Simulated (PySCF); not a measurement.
Two species compared at the same levels of theory.

First species: C4H13PSi.
Atom-mapped SMILES: `[CH3:1][C:2]([CH3:3])([CH3:4])[SiH2:5][PH2:6]` (hydrogens: H7, H8, H9 on C1; H10, H11, H12 on C3; H13, H14, H15 on C4; H16, H17 on Si5; H18, H19 on P6)

Second species: C4H11Al2NO2.
Bonds: C1–O2, O2–Al3, Al3–O4, O4–C5, O4–Al6, Al6–C7, C7–C8, C8–N9 (triple), O2–Al6. Hydrogens: H10, H11, H12 on C1; H13, H14 on Al3; H15, H16, H17 on C5; H18 on Al6; H19, H20 on C7.

Levels: CAM-B3LYP/def2-SVPD for dipole moment, HOMO energy, LUMO energy, HOMO–LUMO gap, static isotropic polarisability and electronic spatial extent ⟨r²⟩ about the centre of nuclear charge; TDDFT CAM-B3LYP/def2-SVPD for lowest singlet excitation; PBE0-D3(BJ)/def2-SVP for rotational constant A and rotational constant C. Geometries: PBE0-D3(BJ)/def2-SVP. Each structure is a single optimised conformer of the isolated species, non-relativistic unless stated; the electronic structure was computed with PySCF and density fitting.

The conformers computed, where there is a choice (atom-mapped SMILES and torsion angles):
- `[CH3:1][C:2]([CH3:3])([CH3:4])[SiH2:5][PH2:6]`: C1–C2–Si5–P6 -59°, H–P6–Si5–C2 180°, H–P6–Si5–C2 87°
- `[CH3:1][O+:2]1[AlH2-:3][O+:4]([CH3:5])[AlH-:6]1[CH2:7][C:8]#[N:9]`: O4–Al6–C7–C8 53°

Values for the first species:

```
Dipole moment                                                     : 0.93 D
HOMO energy                                                       : -8.62 eV
LUMO energy                                                       : 0.98 eV
HOMO–LUMO gap                                                     : 9.60 eV
Lowest singlet excitation                                         : 6.44 eV
Static isotropic polarisability                                   : 105.6 au
Electronic spatial extent ⟨r²⟩ about the centre of nuclear charge : 1135 bohr²
Rotational constant A                                             : 3.472 GHz
Rotational constant C                                             : 1.221 GHz
```

(1) Estimate the same properties for the second species, and the change in each.

Results:

(1) 
```csv
property,first,second,second less first
dipole moment,0.93 D,4.34 D,+3.41 D
HOMO energy,-8.62 eV,-9.12 eV,-0.50 eV
LUMO energy,0.98 eV,0.20 eV,-0.78 eV
HOMO–LUMO gap,9.60 eV,9.32 eV,-0.28 eV
lowest singlet excitation,6.44 eV,6.35 eV,-0.09 eV
static isotropic polarisability,105.6 au,107.7 au,+2.1 au
electronic spatial extent ⟨r²⟩ about the centre of nuclear charge,1135 bohr²,1836 bohr²,+701 bohr²
rotational constant A,3.472 GHz,1.706 GHz,-1.766 GHz
rotational constant C,1.221 GHz,0.640 GHz,-0.581 GHz
```

On the first: The polarisability is 15.65 Å³ as a volume (1 au = 0.148185 Å³), or 1.60 au for each of the 66 electrons. The dipole equals about 3.1 × 10⁻³⁰ C·m (1 D = 3.33564 × 10⁻³⁰ C·m).

On the second: The principal polarisabilities are 95.3, 104.6 and 123.2 au; their mean is the isotropic value. S1 lies 2.97 eV below the HOMO–LUMO gap; its leading configuration is HOMO→LUMO, weight 0.53.
